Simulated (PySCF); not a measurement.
These 2 structures share the formula C6H15P. Method used: PySCF, PBE0-D3(BJ)/def2-SVP geometry optimisation, gas phase. One conformer each; no zero-point energy, no entropy. No frequencies were run at this level. Point groups hold within 0.08 Å.

**Question.** Rank from lowest to highest electronic energy at this level (kcal/mol).
A. `[CH3:1][PH:2][CH2:3][C:4]([CH3:5])([CH3:6])[CH3:7]` with C1–P2–C3–C4 -177°
B. `[CH3:1][CH2:2][P:3]([CH2:4][CH3:5])[CH2:6][CH3:7]` with C1–C2–P3–C4 178°, C2–P3–C4–C5 77°, C2–P3–C6–C7 178°

**Answer.** B (0.0), A (0.4).

As drawn, the higher has a quaternary carbon, which the lower lacks. Neighbours under 2.5 kcal/mol apart (CCP(CC)CC and CPCC(C)(C)C) can change places with a better method, another conformer or zero-point energy.

```json
{"SMILES": "CCP(CC)CC", "E (Eh)": "-578.34550", "E rel (kcal/mol)": "0.0", "dipole (D)": "1.23", "point group": "C3", "A, B, C (MHz)": "1852, 1847, 1016"}
{"SMILES": "CPCC(C)(C)C", "E (Eh)": "-578.34486", "E rel (kcal/mol)": "0.4", "dipole (D)": "1.22", "point group": "–", "A, B, C (MHz)": "3700, 1126, 1087"}
```

**Question.** How do the relative energies change in single points at PBE0/pcSseg-1 (no added dispersion term) on the same geometries?

**Answer.** 
```csv
SMILES,PBE0-D3(BJ)/def2-SVP (kcal/mol),PBE0/pcSseg-1 (kcal/mol),shift
CCP(CC)CC,0.0,0.0,0.0
CPCC(C)(C)C,0.4,0.6,+0.2
```

Each column counts from its own lowest isomer. The order is unchanged; the largest shift is 0.2 kcal/mol.

**Question.** As an exercise, what shares would exp(−E/RT) give at 1000 K from these electronic energies alone (no entropy, no degeneracies)?

**Answer.** RT = 1.987 kcal/mol: CCP(CC)CC 55.1 %, CPCC(C)(C)C 44.9 %.
